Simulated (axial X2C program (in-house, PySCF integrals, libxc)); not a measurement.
**Excited states of SnI⁺ by EOM-EE-CCSD**

Computed with an axial X2C code built on PySCF integrals: two-component X2C with atomic mean-field Coulomb and Gaunt terms, Gaussian nuclei, basis I dyall-acv3z, Sn dyall-acv3z with contracted cores.

R = 2.606 Å (near the PBE0 minimum at charge 1 of the determinant lowest at the starting distance; the state shown can have its own minimum elsewhere).

Vertical excitation energies from the closed-shell determinant state of SnI⁺:

```json
{"Ω": "0⁻", "excitation (eV)": "2.839", "cm⁻¹": "22897", "hole of the leading pair": "31% Sn pσ, 30% I pσ, 20% Sn sσ", "particle of the leading pair": "79% Sn pπ, 9% I dπ, 7% I pπ", "weight of the pair (for Ω = 0 its time-reversed partner can hold as much again)": "0.46", "singles weight": "0.95"}
{"Ω": "0⁺", "excitation (eV)": "2.932", "cm⁻¹": "23645", "hole of the leading pair": "33% Sn pσ, 33% I pσ, 23% Sn sσ", "particle of the leading pair": "79% Sn pπ, 8% I dπ, 6% I pπ", "weight of the pair (for Ω = 0 its time-reversed partner can hold as much again)": "0.46", "singles weight": "0.95"}
{"Ω": "1", "excitation (eV)": "2.967", "cm⁻¹": "23927", "hole of the leading pair": "31% I pσ, 30% Sn pσ, 18% Sn sσ", "particle of the leading pair": "78% Sn pπ, 9% I dπ, 7% I pπ", "weight of the pair (for Ω = 0 its time-reversed partner can hold as much again)": "0.49", "singles weight": "0.94"}
{"Ω": "1", "excitation (eV)": "3.056", "cm⁻¹": "24647", "hole of the leading pair": "80% I pπ, 9% Sn pπ", "particle of the leading pair": "75% Sn pπ, 12% I dπ, 8% I pπ", "weight of the pair (for Ω = 0 its time-reversed partner can hold as much again)": "0.66", "singles weight": "0.92"}
{"Ω": "2", "excitation (eV)": "3.161", "cm⁻¹": "25498", "hole of the leading pair": "80% I pπ, 9% Sn pπ", "particle of the leading pair": "75% Sn pπ, 11% I dπ, 8% I pπ", "weight of the pair (for Ω = 0 its time-reversed partner can hold as much again)": "0.56", "singles weight": "0.93"}
{"Ω": "2", "excitation (eV)": "3.255", "cm⁻¹": "26257", "hole of the leading pair": "33% I pσ, 33% Sn pσ, 22% Sn sσ", "particle of the leading pair": "78% Sn pπ, 9% I dπ, 7% I pπ", "weight of the pair (for Ω = 0 its time-reversed partner can hold as much again)": "0.59", "singles weight": "0.93"}
{"Ω": "0⁻", "excitation (eV)": "3.329", "cm⁻¹": "26850", "hole of the leading pair": "80% I pπ, 9% Sn pπ", "particle of the leading pair": "73% Sn pπ, 13% I dπ, 9% I pπ", "weight of the pair (for Ω = 0 its time-reversed partner can hold as much again)": "0.38", "singles weight": "0.92"}
{"Ω": "3", "excitation (eV)": "3.408", "cm⁻¹": "27488", "hole of the leading pair": "80% I pπ, 9% Sn pπ", "particle of the leading pair": "74% Sn pπ, 12% I dπ, 9% I pπ", "weight of the pair (for Ω = 0 its time-reversed partner can hold as much again)": "0.91", "singles weight": "0.92"}
```

This point took 22 s on 1 thread of Arm Neoverse V1, on a shared host.

Reference electrons by ω block (each with its −ω partner): 1/2: 32, 3/2: 15, 5/2: 4. 10 electrons of SnI⁺ correlated (inner shells frozen), 88 natural virtual spinors (a truncated set); levels can be off by some tenths of an eV. Roots sought by Ω: (0: 5, 1: 4, 2: 3, 3: 1); the list ends where they run out and leaves out roots under 60 % singles weight. The solver can skip a root, and states that need a further excitation, which the method places far too high, are missing though they may lie low or lowest. T1 of the reference 0.023 (Lee–Taylor). Number of frozen shells: I 4 s, 3 p, 2 d; Sn 4 s, 3 p, 2 d.
